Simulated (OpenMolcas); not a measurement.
An atom or ion with 20 electrons was computed by SS-RASPT2, IPEA 0.25 Eh, imaginary shift 0.1 Eh with spin-orbit coupling (OpenMolcas, ANO-RCC-VTZP, DKH2). The lowest levels that the run gave, each within 12 % of the measured value where one is at hand:

| J | Parity | E (cm-1) | g |
| --- | --- | --- | --- |
| 2 | even | 0.0 | 0.666 |
| 3 | even | 534 | 1.084 |
| 4 | even | 1214 | 1.251 |
| 2 | even | 13320 | 1.010 |
| 0 | even | 16100 |  |
| 1 | even | 16290 | 1.501 |
| 2 | even | 16700 | 1.490 |
| 4 | even | 22320 | 1.000 |
| 0 | even | 51470 |  |

Question: Which ion is it, and what are the configurations and terms?

Answer: Cr4+ (Z = 24, charge +4; active space 8 electrons in 8 orbitals (RAS1 3p, at most 2 holes; RAS2 3d)). J, parity and g give the terms where levels are pure, and mixed ones are named by the computed weights; the size of the splittings, set against known spectra of the 20-electron sequence, gives the charge. In order, with the measured energies in cm-1 (Sugar and Corliss, J. Phys. Chem. Ref. Data 6, 317 (1977)): 3d2 3F2, 3d2 3F3 (508), 3d2 3F4 (1142), 3d2 1D2 (13188), 3d2 3P0 (15492), 3d2 3P1 (15677), 3d2 3P2 (16041), 3d2 1G4 (22019), 3d2 1S0 (51146).

CASPT2 does not keep the components of a term degenerate, so their means are used; among the terms shown or strongly mixed into the levels shown the widest spread is 360 cm-1 (3d2 3F). Active for correlation alone: 3p; no level in the range computed is led by a configuration that opens it, so any true level of that kind is missing. Computed and measured levels are paired by configuration, term and J; levels that our copy of the source lacks, or whose pairing is in doubt (as where it misses far off the trend of its configuration), stay unpaired and out of the deviations. Levels of configurations outside the active space are missing.
